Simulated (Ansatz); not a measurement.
`[O]=[Mo](=[O])([OH])[Cl]` + NH₃ → `[NH2][Mo](=[O])(=[O])[Cl]` + H₂O at 400 K and 1 bar (ligand exchange at a Mo–O bond).

Computed with Ansatz on PBE0-D4/def2-TZVP structures; ΔE is electronic, products minus reactants. CCSD(T)/CBS adds triple-zeta CCSD(T) − MP2 to the extrapolated MP2 energy (def2 sets, frozen cores). This one scheme is used for every species. def2 core potentials past Kr. For Mo outer-core shells are correlated without core-valence functions, which leaves a few kJ/mol of doubt a bond. Each species was taken in one conformer, which may not be the lowest.

```tsv
species	CCSD(T)/CBS energy (Eh)	H − E (kJ/mol)	S (J/(mol·K))
`[O]=[Mo](=[O])([OH])[Cl]`	-754.20258	85.1	368.1
NH₃	-56.50880	104.2	203.1
`[NH2][Mo](=[O])(=[O])[Cl]`	-734.32634	118.6	372.9
H₂O	-76.37941	69.8	198.6
```

H − E and S are ideal-gas, rigid-rotor, harmonic terms from PBE0-D4/def2-TZVP, for one conformer and one mirror image of each species. 1 Eh = 2625.50 kJ/mol, R = 8.31446 J/(mol·K).

Question: By hand: ΔE, ΔH, ΔS and ΔG.

Answer: ΔE = (-734.32634) + (-76.37941) − (-754.20258) − (-56.50880) = 0.00563 Eh = 14.8 kJ/mol. Δ(H − E) = 118.6 + 69.8 − 85.1 − 104.2 = -0.9, so ΔH = 13.9 kJ/mol. ΔS = 372.9 + 198.6 − 368.1 − 203.1 = 0.3 J/(mol·K). ΔG = 13.9 − 400 × (0.3)/1000 = 13.8 kJ/mol.

Question: By hand: the equilibrium constant, and the temperature at which ΔG would vanish if ΔH and ΔS stayed fixed.

Answer: log₁₀ K = −ΔG/(RT ln 10) = -1.8. ΔG = 0 at ΔH/ΔS = 46333 K, far beyond where these terms or the molecules hold.

The number of gas molecules stays the same, so ΔS is small and ΔH decides. A doubt of 5 kJ/mol in ΔE shifts log₁₀ K by 0.7 here. Other conformers and mirror images would add mixing entropy, several J/(mol·K) or more a flexible species. These are equilibria of isolated gas molecules and say nothing of rates. Largest T1 diagnostic: 0.024 (customary marks: 0.02 for closed shells, 0.045 for open ones).
